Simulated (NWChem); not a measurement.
System: CH₆O₂Si; SMILES C[SiH](O)O

The following NWChem deck was run.

```
start job
memory heap 200 mb stack 900 mb global 1100 mb
geometry units angstroms noautosym nocenter noautoz
  Si    -0.102369    -0.016913     0.256188
  C     -0.108928    -1.799362    -0.241598
  O     -1.511005     0.651696    -0.328691
  O      1.261025     0.665194    -0.414111
  H     -0.057883     0.194456     1.740132
  H     -0.142570    -1.879353    -1.339181
  H      0.798798    -2.310542     0.112077
  H     -0.988385    -2.318917     0.167079
  H     -1.770157     1.511973     0.010683
  H      1.530530     1.529288    -0.092908
end
basis spherical
  Si library 6-31g*
  C library 6-31g*
  O library 6-31g*
  H library 6-31g*
end
dft
  xc hfexch
  iterations 150
  mulliken
end
task dft energy
esp
  recalculate
  probe 0.07
  range 0.3
  factor 1.0
  spacing 0.02
end
task esp
```

Geometry: optimised at PBE0/def2-SVP.

Atomic charges in e: unrestrained fits to the electrostatic potential beside Mulliken populations; buried atoms are poorly determined by the fit.

Atoms are numbered as in the input.

Task: Predict the main results of this run. (Hartree-Fock/6-31G* (spherical d).) Quantities: ESP Si1; Mulliken Si1; ESP C2; Mulliken C2; ESP O3; Mulliken O3; ESP O4; Mulliken O4; relative RMS misfit of the potential (%).

Result: 
| Item | Result |
|---|---|
| ESP Si1 | 1.18 |
| Mulliken Si1 | 1.29 |
| ESP C2 | -0.36 |
| Mulliken C2 | -0.80 |
| ESP O3 | -0.82 |
| Mulliken O3 | -0.90 |
| ESP O4 | -0.82 |
| Mulliken O4 | -0.90 |
| relative RMS misfit of the potential (%) | 19 |
